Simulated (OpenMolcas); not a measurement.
Ag3+ among 6 point charges of -1.7 e arranged as a trigonal antiprism (D3d), 2.37 Å from the ion, with a polar angle of 65.7° against the regular 54.74°.

- Program: OpenMolcas
- Method: SS-CASPT2, IPEA 0.25 Eh, imaginary shift 0.1 Eh (closed shells correlated: 4s 4p)
- Basis: ANO-RCC-VDZP [6s5p3d1f]
- Scalar Hamiltonian: DKH2, point nucleus
- Active space: 8 electrons in 5 orbitals (4d)
- State averaging: 2S+1 = 3 even, 10 roots; 2S+1 = 1 even, 15 roots
- Spin-orbit coupling: RASSI with atomic mean-field integrals over the reference wave functions

(1) What is the spin-free ground state (labels of D3, the rotations of D3d)?

(2) Where is the first state of the same spin?

(3) What are the lowest two levels with spin-orbit coupling?

(4) What is χT at 300 K, and how does it compare with the textbook value?

Results:

(1) 3A2, 1-fold in its orbital part, 96 % from free-ion F terms; it has the highest spin that d8 allows.

(2) 3A1 at 1630 cm-1 above the ground state.

(3) A 2-fold level E with g = 0.00, 0.00, 8.67, then a 1-fold level A1 720 cm-1 above it. Their leading multiplicities are 3 (99 %) and 3 (99 %).

(4) The lowest level has 2S+1 = 3, for which the spin-only value is χT = S(S+1) / 2 = 1.000 cm3 K/mol (g = 2). The computed 2.817 at 300 K differs by +1.817, through orbital momentum, spin-orbit coupling and any other state in reach.

Roots that are degenerate in the reference are averaged as groups; the widest CASPT2 spread within a group is 43 cm-1 (the 2-fold group of multiplicity 1 near 24900 cm-1 above the lowest state of its run). Shifts and gaps below about the spread of the groups concerned are not significant. Spin-orbit coupling mixes the spin-free states strongly: the lowest level takes only 63 % from its leading state, 3A2. Real 4d8 and 5d8 ions are as a rule square planar and diamagnetic. Free-ion shares, where given, are those of the reference states; single-state CASPT2 does not remix them. Point charges carry no covalency, so the field is a model and not that of real ligands. No measured value stands beside these numbers.

With an even number of electrons the g values are those of a degenerate or nearly degenerate non-Kramers pair.
